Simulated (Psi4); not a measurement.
H$_{6}$AlO$_{2}$Si$_{2}$ (SMILES [SiH3][O][Al+][O][SiH3]), charge +1, singlet, at a GFN2-xTB geometry (such geometries of metal compounds can be far from the true shape). Base run: Psi4 with SVWN/STO-3G.

Input for Psi4:
```
memory 2 GB

molecule mol {
1 1
  Al    0.000000   -0.000000   -0.000000
  O    -1.350764    0.168450    0.862441
  Si   -2.818390    0.351474    1.799496
  H    -2.609435   -0.648004    2.843649
  H    -3.831695    0.040158    0.794922
  H    -2.716136    1.749824    2.208194
  O     1.350764   -0.168450   -0.862441
  Si    2.818390   -0.351474   -1.799496
  H     2.371905   -1.273484   -2.840371
  H     3.725799   -0.896794   -0.793461
  H     3.059563    1.028301   -2.212933
}

set basis sto-3g
set reference rks

energy('svwn')
print_variables()
```

Variants of this job, named by their change:

```tsv
change	E (Eh)	core-seconds (rough)
base	-960.31182	6
functional = hse06	-963.21421	20
functional = revpbe	___	9
functional = m06	-963.42977	10
functional = pbe0	-963.15951	8
functional = tpssh	-963.72424	20
functional = pbe0-dh	-963.06315	10
functional = x3lyp	___	8
functional = scan	-963.63576	10
functional = wb97x-v	___	200
functional = wb97m-v	-963.72348	200
functional = wb97x	-963.60089	7
functional = dsd-pbep86	___	7
```

Question: What belongs in the gaps?

Answer: 
- functional = revpbe, E (Eh): -963.43616
- functional = x3lyp, E (Eh): -963.48939
- functional = wb97x-v, E (Eh): -963.49170
- functional = dsd-pbep86, E (Eh): -962.40974

Totals shift with the method and basis; they matter in differences.
